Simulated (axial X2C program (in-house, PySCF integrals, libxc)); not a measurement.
**Levels of AuB⁻ by electron attachment to AuB (EOM-EA-CCSD)**

Calculated with an in-house all-electron X2C program for linear molecules (integrals from PySCF): two-component X2C with atomic mean-field Coulomb and Gaunt terms, Gaussian nuclei, basis Au dyall-acv3z, B dyall-av3z with contracted cores.

R = 1.915 Å (near the PBE0 minimum at charge 0 of the determinant lowest at the starting distance; the state shown can have its own minimum elsewhere).

Hartree–Fock spinors of AuB (one of each Kramers pair; a window near the gap, which can cut inner shells):

| ω | occupied | ε (eV) | character |
| --- | --- | --- | --- |
| 3/2 | yes | -14.89 | 97% Au d |
| 1/2 | yes | -14.62 | 85% Au d, 5% B s, 4% B p |
| 3/2 | yes | -13.36 | 93% Au d, 4% B p |
| 5/2 | yes | -12.97 | 98% Au d |
| 1/2 | yes | -11.98 | 46% Au d, 27% B s, 15% Au s |
| 1/2 | yes | -7.77 | 54% B p, 26% Au s, 7% B s |
| 1/2 | no | 0.11 | 46% Au p, 25% Au s, 23% B p |
| 1/2 | no | 0.23 | 62% Au p, 23% Au s, 13% B p |
| 3/2 | no | 0.25 | 78% Au p, 21% B p |
| 1/2 | no | 0.47 | 80% Au p, 15% Au s, 4% B p |
| 1/2 | no | 0.58 | 60% Au p, 23% B p, 14% Au s |
| 3/2 | no | 0.66 | 57% Au p, 39% B p, 3% Au d |

Levels of AuB⁻ obtained by attaching an electron to AuB:

| Ω | binding energy (eV) | above lowest (cm⁻¹) | attached spinor | one-particle weight |
| --- | --- | --- | --- | --- |
| 1/2 | 0.570 | 0 | 53% B pπ, 34% Au pπ | 0.94 |
| 3/2 | 0.365 | 1653 | 58% B pπ, 35% Au pπ | 0.94 |
| 1/2 | -0.034 | 4869 | 49% Au sσ, 27% Au pσ, 9% B pσ | 0.97 |
| 1/2 | -0.389 | 7734 | 50% Au pπ, 44% Au pσ | 1.00 |
| 3/2 | -0.406 | 7868 | 93% Au pπ | 0.99 |
| 1/2 | -0.408 | 7885 | 46% Au pσ, 43% Au pπ | 0.99 |
| 1/2 | -0.800 | 11052 | 47% Au sσ, 21% Au pσ, 18% B pσ | 0.98 |

What is the splitting of the first π pair in the table, and is it regular or inverted?

E(3/2) − E(1/2) = 1653 − 0 = 1653 cm⁻¹ at EOM-EA-CCSD: regular, Ω = 1/2 lower. Splittings at this level can be off by ten to twenty per cent.

Negative binding energies belong to unbound states, resonances or levels that the basis set holds; within some tenths of an eV of zero the sign is not settled.

This point took 24 s on 1 thread of Arm Neoverse V2 (shared host).

Reference electrons by ω block (each with its −ω partner): 1/2: 24, 3/2: 12, 5/2: 5, 7/2: 1. 14 electrons of AuB correlated (inner shells frozen), 92 natural virtual spinors (a truncated set); levels can be off by some tenths of an eV. Roots sought by Ω: (1/2: 5, 3/2: 4, 5/2: 2, 7/2: 1); the list ends where they run out and leaves out roots under 60 % one-particle weight. The solver can skip a root, and states that need a further excitation, which the method places far too high, are missing though they may lie low or lowest. T1 of the reference 0.036 (Lee–Taylor). Number of frozen shells: Au 5 s, 4 p, 2 d, 1 f; B 1 s. Large amplitudes in the reference (orbital relaxation or multireference character) lower the reliability.
